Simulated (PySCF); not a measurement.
Species: C2H8BNO.
Atom-mapped SMILES: `[NH3+:1][B@H-:2]1[CH2:3][CH2:4][O:5]1` (hydrogens: H6, H7, H8 on N1; H9 on B2; H10, H11 on C3; H12, H13 on C4)

Level of theory: PySCF, PBE0-D3(BJ)/def2-SVP geometry optimisation, gas phase.

Question: List the bond lengths, angles and torsions at this level.

Answer: 
| bond | length (Å) |
| --- | --- |
| N1–B2 | 1.660 |
| B2–C3 | 1.625 |
| C3–C4 | 1.538 |
| C4–O5 | 1.424 |
| B2–O5 | 1.454 |
| N1–H6, N1–H7, N1–H8 | 1.021 |
| B2–H9 | 1.231 |
| C3–H10 | 1.103 |
| C3–H11 | 1.099 |
| C4–H12 | 1.109 |
| C4–H13 | 1.107 |

Bonds in one row agree within 0.01 Å and their mean is given. A selection of angles:
| angle | degrees |
| --- | --- |
| B2–N1–H6 | 112.7 |
| B2–N1–H7 | 110.4 |
| B2–N1–H8 | 108.4 |
| H6–N1–H7 | 109.0 |
| H7–N1–H8 | 107.7 |
| N1–B2–C3 | 111.7 |
| N1–B2–O5 | 106.0 |
| N1–B2–H9 | 103.3 |
| C3–B2–O5 | 91.6 |
| C3–B2–H9 | 123.9 |
| O5–B2–H9 | 119.4 |
| B2–C3–C4 | 80.8 |
| B2–C3–H10 | 118.7 |
| B2–C3–H11 | 117.8 |
| C4–C3–H10 | 114.5 |
| C4–C3–H11 | 115.0 |
| H10–C3–H11 | 108.1 |
| C3–C4–O5 | 96.5 |
| C3–C4–H12 | 115.7 |
| C3–C4–H13 | 114.0 |
| O5–C4–H12 | 112.0 |
| O5–C4–H13 | 111.5 |
| H12–C4–H13 | 107.1 |
| B2–O5–C4 | 91.0 |

Torsions: N1–B2–C3–C4 110° (anticlinal); B2–C3–C4–O5 -3° (synperiplanar); C3–C4–O5–B2 3° (synperiplanar); N1–B2–O5–C4 -116° (anticlinal).

O5 (boron-bound oxygen) is bent (angle 91.0°). N1 (nitrogen bonded to B and 3 H) is tetrahedral (angles from 107.7° to 112.7°). B2 (four-coordinate boron) has angles from 91.6° to 123.9°. The 4-membered ring B2–C3–C4–O5 has internal angles of 80.8° to 96.5° (sum 360°, against 360° for a flat polygon); it is almost planar, 0.02 Å rms from its mean plane, widest ring torsion 3°.

Point group: C1 (no symmetry element, even within 0.4 Å). No frequency check.
